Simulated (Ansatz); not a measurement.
Computed with Ansatz on PBE0-D4/def2-TZVP structures; ΔE is electronic, products minus reactants. CCSD(T)/CBS is the MP2 limit (def2-TZVPP, def2-QZVPP) plus CCSD(T) − MP2 in def2-TZVPP, frozen cores. This one scheme is used for every species. DFT in def2-TZVPP. B3LYP here is the variant with VWN-RPA as its local correlation; programs differ in this. Elements past krypton have def2 core potentials. For In outer-core shells are correlated without core-valence functions, which leaves a few kJ/mol of doubt a bond. Each species was taken in one conformer, which may not be the lowest.

Consider the formal hydrolysis of the In–C bond: `C[N](C)[In]([CH3])[O][SiH3]` + H₂O → `C[N](C)[In]([OH])[O][SiH3]` + CH₄.

Problem. Is it downhill or uphill in electronic energy at CCSD(T)/CBS, and by how much? (Best estimate.)

Solution. Ansatz gave: Downhill: ΔE = -0.34 eV.

Problem. What do these levels give: B97M-V, ωB97M-V, revPBE, r2SCAN, PBE0, B3LYP, r2SCANh, r2SCAN0, HF/def2-SVP, CCSD/def2-SVP, SCS-MP2/def2-TZVPP, CCSD(T)/def2-TZVPP? (Estimate.)

Solution. Computed: B97M-V -0.44, ωB97M-V -0.34, revPBE -0.40, r2SCAN -0.40, PBE0 -0.33, B3LYP -0.42, r2SCANh -0.38, r2SCAN0 -0.35, HF/def2-SVP -0.47, CCSD/def2-SVP -0.47, SCS-MP2/def2-TZVPP -0.37, CCSD(T)/def2-TZVPP -0.33 eV.

Largest T1 diagnostic among the species: 0.015.

From BLYP to BHLYP (50 % exact exchange), in def2-TZVPP and without D4, ΔE moves by +0.05 eV. At CCSD(T), def2-SVP lies −0.13 eV from the extrapolated value and def2-TZVPP +0.01 eV. Leaving LDA and LC-ωPBE aside and taking each functional with its dispersion term where it has one, the values, not all of them listed here, spread over 0.14 eV, from B97M-V to HSE06-D4. LDA lies +0.12 eV from PBE without D4.
